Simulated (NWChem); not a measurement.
# AgNH3Cl; SMILES [Cl][Ag]<-[NH3]

```xyz
6

Ag    -0.0054     0.2726     0.0016
Cl    -0.0011    -2.0087    -0.0003
N     -0.0064     2.4426     0.0074
H     -0.6031     2.8206     0.7432
H     -0.3430     2.8280    -0.8750
H      0.9282     2.8217     0.1593
```
Atoms are numbered in this order, from 1.

Level: PBE0/def2-SVP with def2 effective core potentials on Ag (NWChem), optimised geometry, unscaled harmonic frequencies. def2 effective core potentials on Ag; no spin-orbit coupling.

```tsv
frequency (cm⁻¹)	IR intensity (km/mol)
95	2.0
95	2.0
323	10.1
401	16.6
583	40.6
584	40.6
1199	104.7
1635	21.2
1635	21.1
3512	16.7
3631	53.4
3631	53.4
```

| Quantity | Value |
|---|---|
| zero-point energy | 24.8 kcal/mol |
| thermal correction to the enthalpy at 298.15 K (with zero-point energy) | 28.7 kcal/mol |
| heat capacity Cv | 15.4 cal/(mol K) |
| entropy at 298.15 K and 1 atm (symmetry number 3) | 72.9 cal/(mol K) |

Rigid rotor and harmonic oscillator; modes under 100 cm⁻¹ make the entropy uncertain.
